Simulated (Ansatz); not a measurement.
Molecule: S$_{2}$ (charge 0, singlet). This is an excited singlet: at this geometry the triplet lies 0.73 eV lower at CCSD(T)/CBS(aug-cc-pV(T+d)Z,aug-cc-pV(Q+d)Z). 
Coordinates optimised at B3LYP-D3(BJ)/def2-TZVP (Ansatz, a program for electronic structure):
SMILES: S=S
```xyz
2

S      0.0000     0.0000    -0.9528
S      0.0000     0.0000     0.9528
```
Charge 0, spin multiplicity 1.

Basis-set convergence of Hartree-Fock and CCSD(T) correlation energies (hartree) with Ansatz. Valence correlation only, unless marked. Spin-orbit coupling is left out. Non-relativistic.

The Hartree-Fock reference is unstable (checked in the largest basis), which strains HF and MP2. 

```
basis        functions       E(HF)  E(corr, CCSD(T))
-----------  ---------  ----------  ----------------
def2-SVPD           54  -794.75830          -0.30977
def2-TZVPPD        102  -795.03165          -0.38877
def2-QZVPPD        158  -795.05337          -0.41598
```

Extrapolating the two largest sets (X = 3 and 4) as X^-3: E(corr) = (64·(-0.41598) - 27·(-0.38877))/37 = -0.4358 Eh, an estimate of the basis-set limit. The largest set recovers 95.4 % of it, the smallest 71.1 %.
